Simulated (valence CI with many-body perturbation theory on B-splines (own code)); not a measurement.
The numbers below are computed, except where a source is named.
## Hyperfine factors and g values of Cs XIV

Method: valence CI with perturbative core correlation (CI+MBPT): six valence electrons over a frozen Dirac-Fock core [Kr], radial functions for each j: 7 s, 7 p, 8 d, 6 f, 4 g, 1 h, with the one-electron correlation potential Σ1 (screened to all orders), the two-electron term Σ2, the three-electron term Σ3, Breit, model QED; selected single and double excitations, second order for the rest, scaled by the run's own slope (own B-spline code, finite nucleus).

No measured levels were compared; by estimate terms of the open shell hold to 2 to 4 % of their energy, and close levels can change places. Core correlation moves these levels by up to 9100 cm⁻¹, and in measured spectra 5 to 20 % of such shifts remained as error; rates that hang on mixing are uncertain with them. Among the levels kept, up to 1000 cm⁻¹ of a level comes from second order outside the variational space, and about a tenth of that is noise between levels of different J, which matters for small intervals. The list stops below the first excitations out of the core. Only levels of the ground parity were solved; by the run's estimate the other parity begins above the list, which can be wrong where configurations are misplaced.

A/g_I is the dipole constant over the nuclear g factor μ/I (μ in nuclear magnetons, uniformly magnetised nucleus), B/Q the quadrupole constant per barn. Both hold the static response of the core; the bare values leave it out. Large factors of s and p1/2 electrons are usually good to 5 to 10 %; those of open d and f shells near neutrality can be off by tens of per cent, and small factors of p3/2, d and f electrons come from cancelling terms and can be off by a factor of two or in sign, in half-filled shells by more. B is blank for J = 1/2, where it vanishes, and for nearly pure S terms. Energies count from the lowest level. Levels with J = 0 are left out.

Names give the largest LS component (configuration and term), which can be under half, so a name can repeat, a term be missing and a line seem to break the LS rules; names also repeat where a configuration has a term twice. Letters in brackets count levels of one name in rising energy.

```tsv
Level	E (cm⁻¹)	g	A/g_I (MHz)	A/g_I bare	B/Q (MHz/b)	B/Q bare
4d⁶ ⁵D_4	0.0	1.452	1160	1680	4280	4050
4d⁶ ⁵D_2	11275	1.452	1030	1540	-1090	-1020
4d⁶ ⁵D_3	11959	1.473	586	1120	848	804
4d⁶ ⁵D_1	17396	1.469	804	1340	-1440	-1350
4d⁶ ³H_4 [a]	30498	1.051	2320	2330	2450	2310
4d⁶ ³H_6	36915	1.139	2610	2740	-2840	-2680
4d⁶ ³H_5	37493	1.113	2450	2530	1310	1240
4d⁶ ³P_2 [a]	39663	1.382	498	910	-1530	-1440
4d⁶ ³F_3 [a]	44742	0.992	3200	3150	1890	1780
4d⁶ ³F_2 [a]	46005	0.834	3930	3680	-1300	-1220
4d⁶ ³H_4 [b]	52657	1.001	2810	2760	-569	-527
4d⁶ ³D_1	56147	0.821	3330	3050	1190	1120
4d⁶ ³G_5	58172	1.118	2690	2790	-2300	-2160
4d⁶ ³G_4	58443	1.079	3060	3120	-446	-421
4d⁶ ³D_2	59573	1.174	2250	2420	2750	2610
4d⁶ ³D_3	62207	1.267	1480	1750	-2760	-2610
4d⁶ ³G_3	64231	0.923	3740	3600	868	824
4d⁶ ¹I_6	65676	1.025	3100	3080	-4130	-3890
4d⁶ ³P_1 [a]	70576	1.232	1610	1840	218	214
4d⁶ ¹F_3	74379	1.021	3130	3110	-4440	-4190
4d⁶ ¹G_4 [a]	78251	1.026	3210	3200	1390	1320
4d⁶ ¹D_2 [a]	80279	1.044	2950	2950	-1630	-1550
4d⁶ ³P_1 [b]	88494	1.475	-31.1	489	-745	-709
4d⁶ ³F_4	96166	1.206	2220	2430	-5260	-4970
4d⁶ ³F_2 [b]	97307	0.716	4740	4350	-2250	-2120
4d⁶ ³P_2 [b]	108600	1.391	1350	1790	-3720	-3520
4d⁶ ³F_3 [b]	109050	1.068	2840	2870	-4770	-4510
4d⁶ ¹G_4 [b]	111120	1.028	2890	2880	-2780	-2610
4d⁶ ¹D_2 [b]	135650	1.001	3220	3170	4920	4660
```

Task: Take the isotope of mass number 134, with I = 4, μ = 2.9893 μN and Q = 0.37 b. What is the hyperfine structure of 4d⁶ ³H_4 [a]?

Result: From the table A = 1740 MHz, B = 906 MHz. Shifts from the centre of gravity in MHz: F = 0: -34400, F = 1: -32700, F = 2: -29300, F = 3: -24300, F = 4: -17500, F = 5: -8890, F = 6: 1510, F = 7: 13800, F = 8: 28100.
